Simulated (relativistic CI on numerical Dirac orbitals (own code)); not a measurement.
**L2,3 absorption of iron in several valence states**

Computed multiplet spectra 2p⁶3dⁿ → 2p⁵3dⁿ⁺¹ (Dirac-Coulomb-Breit ions, Slater integrals scaled by 0.9, an assumed crystal field that grows with the charge, no charge transfer; 300 K; Lorentzian 0.4 eV and Gaussian 0.3 eV FWHM at both edges, so that L2 comes out sharper than in experiment). Peaks over 5 % are given in eV from the highest peak in the L3 region of each spectrum (height, largest 100). S of the lowest state is read from ⟨S²⟩, and the branching ratio is the share of L3, cut at the minimum between the edges.

Field parameters in Wybourne normalisation: Oh B⁴₀ = 21Dq, B⁴₄ = √(5/14) B⁴₀. The field is a parameter set, without covalency.

- Fe2+ (d6, Oh, 10Dq = 11650 cm⁻¹): S = 2.00, high spin, branching ratio 0.77; peaks -2.3 (20), -1.3 (27), 0.0 (100), 1.4 (54), 3.1 (23), 11.4 (12), 12.8 (32), 16.3 (8)
- Fe3+ (d5, Oh, 10Dq = 15050 cm⁻¹): S = 2.50, high spin, branching ratio 0.78; peaks -2.0 (29), 0.0 (100), 1.8 (29), 3.5 (7), 4.4 (10), 5.5 (6), 11.4 (14), 13.6 (18), 14.6 (12), 15.1 (15)
- Fe4+ (d4, Oh, 10Dq = 18450 cm⁻¹): S = 2.00, high spin, branching ratio 0.65; peaks -2.4 (52), -1.5 (42), 0.0 (100), 2.0 (67), 3.5 (30), 6.4 (6), 8.2 (24), 9.6 (40), 10.1 (35), 12.9 (30), 14.1 (38), 15.5 (17)
- Fe5+ (d3, Oh, 10Dq = 21850 cm⁻¹): S = 1.50, branching ratio 0.57; peaks -2.4 (57), 0.0 (97), 1.2 (85), 3.6 (18), 4.1 (21), 5.8 (13), 6.4 (11), 10.5 (100), 12.1 (42), 13.8 (70)

The centroid of the whole edge, which also moves with the branching ratio, lies at 713.4 (Fe2+), 716.5 (Fe3+), 720.8 (Fe4+), 726.3 (Fe5+) eV in this ionic model, in steps of 3.1 to 5.5 eV. Compounds show about 1 to 2 eV a unit and lower energies for the high valences, since ligands screen the charge. The multiplet shape follows the d count and the spin state, and so serves as a fingerprint of valence.
